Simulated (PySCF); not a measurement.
# Sn: ionisation energy

Sn [Kr] 4d10 5s2 5p2 (3P) → Sn⁺ [Kr] 4d10 5s2 5p1 (2P), as a difference of total energies. All numbers are calculated (PySCF 2.14, no relativity, point nucleus, in dyall-av2z (22s16p12d, 130 functions)). Correlated levels: valence: [Kr] 4d10 frozen; virtual orbitals above 40 to 60 times the deepest correlated orbital energy dropped. The calculations carry no spin-orbit coupling.

| method | ionisation energy (eV) |
| --- | --- |
| UHF | 6.915 |
| LDA | 7.475 |
| PBE | 7.323 |
| PBE0 | 7.372 |
| r2SCAN | 7.475 |
| TPSS | 7.320 |
| M06-2X | 7.249 |
| B97-3 | 7.180 |
| MP2 (valence) | 7.147 |
| SCS-MP2 (valence) | 7.087 |

Q: How much does correlation contribute at MP2 (valence)?

A: 7.147 − (6.915) = 0.232 eV, measured against UHF.

A first-order spin-orbit estimate (lowest level to lowest level, LS coupling) adds -0.051 eV.

These non-relativistic numbers lack the scalar-relativistic shift.

For comparison: 7.344 eV (measured; NIST Atomic Spectra Database, ionization energies).
